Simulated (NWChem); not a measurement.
System: CH₄Mg; SMILES [CH3][MgH]

Here is an NWChem input.

```
start job
memory heap 200 mb stack 900 mb global 1100 mb
geometry units angstroms noautosym nocenter noautoz
  Mg    -0.327202    -0.793092     0.000000
  H     -0.522078    -2.490503     0.000000
  C     -0.086005     1.288918     0.000000
  H      0.976838     1.587509     0.000000
  H     -0.547797     1.761120     0.885013
  H     -0.547797     1.761120    -0.885013
end
basis spherical
  * library def2-svpd
end
dft
  xc xcamb88 1.00 lyp 0.81 vwn_5 0.19 hfexch 1.00
  cam 0.33 cam_alpha 0.19 cam_beta 0.46
  iterations 150
end
tddft
  cis
  nroots 6
  notriplet
end
task tddft energy
```

Geometry: optimised at PBE0/def2-SVP.

Vertical excitations in the gas phase.

### Question
What results follow from this input? (CAM-B3LYP/def2-SVPD, TDA.) Quantities: lowest excitation, singlet (eV); oscillator strength of that lowest state; lowest state with f > 0.02, singlet (eV); oscillator strength of that bright state; orbital gap (eV).

### Answer
```
Property                                  Value
----------------------------------------  -----
lowest excitation, singlet (eV)            5.31
oscillator strength of that lowest state  0.002
lowest state with f > 0.02, singlet (eV)   5.90
oscillator strength of that bright state  0.306
orbital gap (eV)                           8.39
```
